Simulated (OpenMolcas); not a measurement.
An OpenMolcas run meant for Pm⁴⁺ (ANO-RCC-VQZP, DKH4; inactive shells 1s 2s 2p 3s 3p 3d 4s 4p 4d 5s 5p; intended active space 3 electrons in 7 orbitals (4f)). One step of its input:

```
&RASSCF
FileOrb=start.orb
Symmetry=2
Spin=4
nActEl=3 0 0
Inactive=15 12
Ras2=0 7
CIRoot=35 35 1
SDav=35
CIMx=300
Iter=75 100
PrWF=0.3
OrbListing=Nothing
MaxOrb=0
Atom
Thrs=1.0e-4 5.0e-1 5.0e-1
```

The run finished. Its levels beside those of a sound run (CASSCF), in cm⁻¹ above each run's lowest level:

| Level | This run | Usual run |
| --- | --- | --- |
| 4f³ ⁴I°_9/2 | 0.0 | 0.0 |
| 4f³ ⁴I°_11/2 | 2564 | 2562 |
| 4f³ ⁴I°_13/2 | 5312 | 5311 |
| 4f³ ⁴I°_15/2 | 8157 | 8155 |
| 4f³ ²H°_9/2 | 18100 | 18120 |
| 4f³ ⁴F°_3/2 | 18523 | 18520 |
| 4f³ ⁴F°_5/2 | 19533 | 19531 |

Task: Which setting is unsound, and how much does it matter here?

Result: The convergence thresholds are far too loose, so the orbitals stop early. Against the sound run the excited levels shown move by 5 cm-1 on average and by 21 cm-1 at most.

High states are left out of the spin-orbit mixing, which shifts the levels that they would mix with. Without dynamic correlation excited terms often stand tens of per cent too high (terms of higher spin than the ground term too low), and those without a measured partner can miss by more than the paired ones. Only configurations of the active space appear.

° marks odd parity.
